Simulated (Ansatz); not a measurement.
Process, species as SMILES: COB(Cl)Cl [dichloro(methoxy)borane] → Cl[B]Cl + C[O] (the B-O bond at the site shown breaks; other sites are not compared here)
Structures are relaxed separately at B3LYP-D3(BJ)/def2-TZVP in Ansatz (a first-principles code), one conformer each, not searched for the lowest.

Property: bond dissociation energy (electronic energy difference), in kcal/mol. Correlated levels leave the core frozen unless marked. Open shells are spin-unrestricted. Spin-orbit coupling is left out. No relativistic terms. Basis-set limits of correlation are two-point, X^-3; Hartree-Fock from the larger set. The bracket is a focal-point correction in the basis named.

```tsv
level	program	bond dissociation energy (kcal/mol)
HF/6-31G*	Ansatz	107.9
HF/cc-pV(D+d)Z	Ansatz	105.7
HF/cc-pwCVTZ	Ansatz	107.3
RI-HF/cc-pV(Q+d)Z	Ansatz	106.7
revPBE-D3(BJ)/def2-TZVPD	Ansatz + dftd3	128.5
revPBE/def2-TZVPD	Ansatz	124.5
r2SCAN/def2-TZVPD	Ansatz	130.6
B97M-V/def2-TZVPD	Ansatz	135.6
B3LYP-D4/def2-TZVPD	Ansatz + dftd4	133.9
PBE0/def2-SVP	Ansatz	137.7
PBE0/def2-TZVPD	Ansatz	132.5
r2SCANh-D4/def2-TZVPD	Ansatz + dftd4	131.1
r2SCAN0-D4/def2-TZVPD	Ansatz + dftd4	131.0
B2GP-PLYP-D4/def2-TZVPD	Ansatz + dftd4	139.2
RPA@PBE/cc-pV(T+d)Z	Ansatz	133.7
MP2/6-31G	Ansatz	135.8
CCSD/cc-pV(T+d)Z	Ansatz	137.4
CCSD(T)/STO-3G	Ansatz	146.8
CCSD(T)/6-31G*	Ansatz	137.3
CCSD(T)/cc-pV(D+d)Z	Ansatz	134.8
RI-MP2/CBS(cc-pV(T+d)Z,cc-pV(Q+d)Z)+[CCSD(T)-MP2]/cc-pV(T+d)Z	Ansatz	142.4
```
